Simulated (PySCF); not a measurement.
**Dipole response of Nd⁵³⁺ (neodymium, charge +53)**

[He] 2s2 2p3, high-spin 4S determinant. All numbers are calculated (PySCF 2.14, the non-relativistic Hamiltonian (point nucleus), in an even-tempered Gaussian basis (17 s from 30 bohr⁻², ratio 2.2; 10 p from 39 bohr⁻², ratio 2.2; 5 d from 150 bohr⁻², ratio 2.4; 5 f from 220 bohr⁻², ratio 2.4; 4 g from 330 bohr⁻², ratio 2.4)). Coupled (time-dependent) response in atomic units; α is the mean over directions.

```tsv
method	mean α (bohr³)	C₆ (like pair)	S(−4)
UHF	0.0007431	4.373e-06	1.111e-05
PBE0	0.0007141	4.194e-06	1.012e-05
```

S(−4) is the Cauchy moment in α(ω) = α(0) + S(−4) ω² + …

α(iu) at UHF:

```tsv
u (hartree)	α(iu) (bohr³)
0	0.0007431
1.00	0.0007322
2.00	0.0007014
4.00	0.0006019
6.00	0.0004903
8.00	0.0003935
10.0	0.0003183
15.0	0.0002037
20.0	0.0001474
30.0	9.912e-05
50.0	7.047e-05
```

For an ion, C₆ is the dispersion term alone; charge-induced terms of lower order in 1/R come first.

A non-relativistic calculation at this Z misses sizeable relativistic shifts. Spin-orbit coupling, which splits the p, d and f shells strongly at this Z, is absent. Spin-orbit coupling is strong in this species (close to jj coupling), so the high-spin LS determinant is a model state, not a physical level.
